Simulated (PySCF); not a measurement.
**Worked example: oscillator strength and radiative lifetime**

SbHF2, SMILES [SbH]([F])[F].

Geometry optimised at B3LYP-D3(BJ)/def2-TZVP. The def2 effective core potentials stand for the cores of Sb; spin–orbit coupling is left out.

TDA-ωB97X/def2-SVPD (PySCF) puts the first singlet state with f over 0.02 at 5.39 eV (vertical), with the transition dipole (0.000, 0.000, -0.555) in atomic units.

**Question.** Find the oscillator strength, the wavelength and the radiative lifetime that this transition would have in vacuum if emission retraced absorption.

**Answer.** 
|μ|² = 0.3080 au, so |μ| = 1.41 D. ΔE = 5.39/27.211 = 0.1981 hartree. f = (2/3) ΔE |μ|² = 0.041 (the program prints 0.041).
λ = 1239.84/5.39 = 230 nm; ν = 43473 cm⁻¹.
Einstein's coefficient A = 0.6670 ν² f s⁻¹ (ν in cm⁻¹) = 5.1e7 s⁻¹, so τ = 1/A = 20 ns. This state is S1. The figure is the radiative limit of this one transition; relaxation, internal conversion, crossing to triplets and a medium change what is measured.
